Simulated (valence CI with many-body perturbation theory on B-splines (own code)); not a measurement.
## E1 transitions of Pm XLVII

Level of theory: relativistic CI+MBPT: five valence electrons over a frozen Dirac-Fock core [Ne], a basis of 9 s, 9 p, 8 d, 6 f, 3 g, 1 h functions for each j, with the one-electron correlation potential Σ1 (screened to all orders), the two-electron term Σ2, the three-electron term Σ3, Breit, model QED; selected single and double excitations, second order for the rest (own B-spline code, finite nucleus).

The last digits are not significant, and no measured levels were compared; by estimate large intervals hold to a few tenths of a per cent, small ones and those within an open d or f shell to about a per cent. Among the levels kept, up to 580 cm⁻¹ of a level comes from second order outside the variational space, and about a tenth of that is noise between levels of different J, which matters for small intervals.

Lines 151 to 200 of 203 in falling wavelength, among levels below 508.01 eV, chosen from the strongest by gf and those to the six lowest levels. Wavelengths and rates use the calculated energies. Electric multipoles are in the length gauge, E1 and E2 with the static RPA response of the core. Weak lines are less certain than strong ones. Lines between different terms over intervals too small for the method are left out, as are lines whose strength nearly cancels. Where a level lies close to another of its J and parity, the split of strength between their lines is uncertain. The highest levels of a list are the least certain.

Levels are named by their leading jj configuration (3d3/2^4 stands for four electrons in 3d with j = 3/2), which in mixed levels can hold well under half, so a name can repeat and another be missing. Letters in brackets count levels of one name in rising energy.

| λ vac (nm) | Upper | Lower | A (s⁻¹) | log gf | Branch % |
| --- | --- | --- | --- | --- | --- |
| 4.521 | (3s 3p1/2 3p3/2^3) J=3/2 [a] | (3s^2 3p1/2 3p3/2^2) J=3/2 | 3.14e+11 | -0.41 | 88.5 |
| 4.479 | (3s 3p1/2 3p3/2^3) J=5/2 | (3s^2 3p1/2 3p3/2^2) J=5/2 | 3.31e+11 | -0.22 | 96.4 |
| 4.478 | (3s 3p1/2^2 3p3/2 3d3/2) J=3/2 [b] | (3s^2 3p1/2^2 3d3/2) J=3/2 | 1.31e+11 | -0.80 | 77.3 |
| 4.454 | (3s^2 3p1/2 3d3/2^2) J=5/2 | (3s^2 3p1/2^2 3d5/2) J=5/2 | 2.64e+07 | -4.33 | 0.0 |
| 4.409 | (3s 3p1/2 3p3/2^3) J=1/2 | (3s^2 3p1/2 3p3/2^2) J=1/2 | 4.31e+11 | -0.60 | 63.3 |
| 4.387 | (3s 3p1/2 3p3/2^3) J=3/2 [b] | (3s^2 3p1/2 3p3/2^2) J=1/2 | 9.78e+10 | -0.95 | 13.1 |
| 4.386 | (3s 3p1/2^2 3p3/2 3d5/2) J=7/2 [b] | (3s^2 3p1/2^2 3d5/2) J=5/2 | 1.88e+11 | -0.36 | 57.6 |
| 4.359 | (3s 3p1/2^2 3p3/2^2) J=1/2 | (3s^2 3p1/2^2 3p3/2) J=3/2 | 1.58e+11 | -1.05 | 89.8 |
| 4.357 | (3s 3p1/2^2 3p3/2^2) J=3/2 | (3s^2 3p1/2^2 3p3/2) J=3/2 | 2.37e+11 | -0.57 | 89.3 |
| 4.330 | (3s 3p1/2 3p3/2^3) J=5/2 | (3s^2 3p1/2 3p3/2^2) J=3/2 | 9.17e+08 | -2.81 | 0.3 |
| 4.290 | (3s 3p1/2^2 3p3/2 3d3/2) J=5/2 [b] | (3s^2 3p1/2^2 3d3/2) J=3/2 | 2.96e+11 | -0.31 | 89.0 |
| 4.244 | (3s 3p1/2^2 3p3/2 3d3/2) J=1/2 [b] | (3s^2 3p1/2^2 3d3/2) J=3/2 | 3.29e+11 | -0.75 | 88.7 |
| 4.210 | (3s 3p1/2 3p3/2^3) J=3/2 [b] | (3s^2 3p1/2 3p3/2^2) J=5/2 | 5.58e+11 | -0.23 | 74.5 |
| 4.112 | (3s 3p1/2^2 3p3/2 3d5/2) J=5/2 | (3s^2 3p1/2^2 3d3/2) J=3/2 | 5.35e+08 | -3.09 | 0.4 |
| 4.098 | (3s 3p1/2 3p3/2^3) J=1/2 | (3s^2 3p1/2 3p3/2^2) J=3/2 | 2.33e+11 | -0.93 | 34.2 |
| 4.078 | (3s 3p1/2 3p3/2^3) J=3/2 [b] | (3s^2 3p1/2 3p3/2^2) J=3/2 | 7.75e+10 | -1.11 | 10.3 |
| 4.017 | (3s^2 3p1/2 3p3/2 3d3/2) J=5/2 [a] | (3s^2 3p1/2^2 3p3/2) J=3/2 | 1.37e+09 | -2.70 | 35.9 |
| 4.011 | (3s 3p1/2^2 3p3/2 3d5/2) J=3/2 | (3s^2 3p1/2^2 3d3/2) J=3/2 | 7.27e+09 | -2.15 | 6.9 |
| 3.993 | (3s^2 3p1/2 3p3/2 3d3/2) J=3/2 [a] | (3s^2 3p1/2^2 3p3/2) J=3/2 | 5.38e+10 | -1.29 | 88.1 |
| 3.989 | (3s^2 3p1/2 3p3/2 3d3/2) J=1/2 [a] | (3s^2 3p1/2^2 3p3/2) J=3/2 | 3.14e+09 | -2.82 | 55.0 |
| 3.893 | (3s^2 3p1/2 3d3/2^2) J=5/2 | (3s^2 3p1/2^2 3d3/2) J=3/2 | 4.18e+11 | -0.24 | 97.7 |
| 3.827 | (3s^2 3p3/2^2 3d3/2) J=3/2 [a] | (3s^2 3p1/2 3p3/2^2) J=1/2 | 8.14e+10 | -1.15 | 6.6 |
| 3.821 | (3s^2 3p3/2^2 3d3/2) J=1/2 | (3s^2 3p1/2 3p3/2^2) J=1/2 | 7.45e+10 | -1.49 | 5.9 |
| 3.776 | (3s 3p1/2^2 3p3/2 3d5/2) J=1/2 | (3s^2 3p1/2^2 3d3/2) J=3/2 | 3.20e+09 | -2.86 | 2.0 |
| 3.712 | (3s^2 3p3/2^2 3d3/2) J=5/2 | (3s^2 3p1/2 3p3/2^2) J=5/2 | 6.00e+11 | -0.13 | 65.5 |
| 3.701 | (3s^2 3p3/2^2 3d3/2) J=7/2 | (3s^2 3p1/2 3p3/2^2) J=5/2 | 6.50e+11 | 0.03 | 100.0 |
| 3.692 | (3s^2 3p3/2^2 3d3/2) J=3/2 [a] | (3s^2 3p1/2 3p3/2^2) J=5/2 | 4.16e+11 | -0.47 | 33.6 |
| 3.656 | (3s^2 3p3/2^2 3d5/2) J=1/2 | (3s^2 3p1/2 3p3/2^2) J=1/2 | 6.11e+08 | -3.61 | 2.4 |
| 3.653 | (3s^2 3p3/2^2 3d3/2) J=3/2 [b] | (3s^2 3p1/2 3p3/2^2) J=1/2 | 8.17e+11 | -0.18 | 95.4 |
| 3.637 | (3s^2 3p1/2 3p3/2 3d3/2) J=5/2 [b] | (3s^2 3p1/2^2 3p3/2) J=3/2 | 8.76e+11 | 0.02 | 99.2 |
| 3.609 | (3s^2 3p3/2^2 3d3/2) J=5/2 | (3s^2 3p1/2 3p3/2^2) J=3/2 | 3.14e+11 | -0.43 | 34.3 |
| 3.593 | (3s^2 3p3/2^2 3d5/2) J=7/2 | (3s^2 3p1/2 3p3/2^2) J=5/2 | 3.46e+10 | -1.27 | 99.9 |
| 3.591 | (3s^2 3p3/2^2 3d3/2) J=3/2 [a] | (3s^2 3p1/2 3p3/2^2) J=3/2 | 7.40e+11 | -0.24 | 59.8 |
| 3.585 | (3s^2 3p3/2^2 3d3/2) J=1/2 | (3s^2 3p1/2 3p3/2^2) J=3/2 | 1.18e+12 | -0.34 | 94.0 |
| 3.572 | (3s^2 3p1/2 3p3/2 3d5/2) J=3/2 [a] | (3s^2 3p1/2^2 3p3/2) J=3/2 | 6.25e+11 | -0.32 | 97.3 |
| 3.569 | (3s^2 3p1/2 3p3/2 3d3/2) J=3/2 [b] | (3s^2 3p1/2^2 3p3/2) J=3/2 | 9.03e+11 | -0.16 | 97.8 |
| 3.567 | (3s^2 3p1/2 3p3/2 3d3/2) J=1/2 [b] | (3s^2 3p1/2^2 3p3/2) J=3/2 | 1.12e+12 | -0.37 | 99.7 |
| 3.530 | (3s^2 3p3/2^2 3d3/2) J=3/2 [b] | (3s^2 3p1/2 3p3/2^2) J=5/2 | 3.16e+10 | -1.63 | 3.7 |
| 3.526 | (3s^2 3p1/2 3p3/2 3d5/2) J=5/2 [a] | (3s^2 3p1/2^2 3p3/2) J=3/2 | 5.08e+10 | -1.25 | 59.2 |
| 3.439 | (3s^2 3p3/2^2 3d5/2) J=1/2 | (3s^2 3p1/2 3p3/2^2) J=3/2 | 9.63e+09 | -2.47 | 38.0 |
| 3.437 | (3s^2 3p3/2^2 3d3/2) J=3/2 [b] | (3s^2 3p1/2 3p3/2^2) J=3/2 | 4.01e+09 | -2.55 | 0.5 |
| 3.334 | (3s^2 3p1/2 3p3/2 3d5/2) J=5/2 [b] | (3s^2 3p1/2^2 3p3/2) J=3/2 | 2.88e+10 | -1.54 | 7.2 |
| 3.289 | (3s^2 3p1/2 3p3/2 3d5/2) J=3/2 [b] | (3s^2 3p1/2^2 3p3/2) J=3/2 | 2.79e+10 | -1.74 | 16.5 |
| 3.269 | (3s^2 3p1/2 3p3/2 3d5/2) J=1/2 | (3s^2 3p1/2^2 3p3/2) J=3/2 | 2.66e+10 | -2.07 | 11.0 |
| 3.058 | (3s 3p1/2 3p3/2^3) J=3/2 [a] | (3s^2 3p1/2^2 3p3/2) J=3/2 | 2.91e+09 | -2.79 | 0.8 |
| 2.969 | (3s 3p1/2 3p3/2^3) J=5/2 | (3s^2 3p1/2^2 3p3/2) J=3/2 | 2.38e+09 | -2.72 | 0.7 |
| 2.858 | (3s 3p1/2 3p3/2^3) J=1/2 | (3s^2 3p1/2^2 3p3/2) J=3/2 | 8.96e+08 | -3.66 | 0.1 |
| 2.849 | (3s 3p1/2 3p3/2^3) J=3/2 [b] | (3s^2 3p1/2^2 3p3/2) J=3/2 | 1.88e+09 | -3.04 | 0.3 |
| 2.611 | (3s^2 3p3/2^2 3d3/2) J=5/2 | (3s^2 3p1/2^2 3p3/2) J=3/2 | 7.39e+07 | -4.34 | 0.0 |
| 2.602 | (3s^2 3p3/2^2 3d3/2) J=3/2 [a] | (3s^2 3p1/2^2 3p3/2) J=3/2 | 2.51e+06 | -5.99 | 0.0 |

How does gf follow from A for the line at 3.692 nm?

gf = 1.4992 × (2J+1)_upper × A / σ², with σ = 2708316 cm⁻¹ and 2J+1 = 4: gf = 0.340.
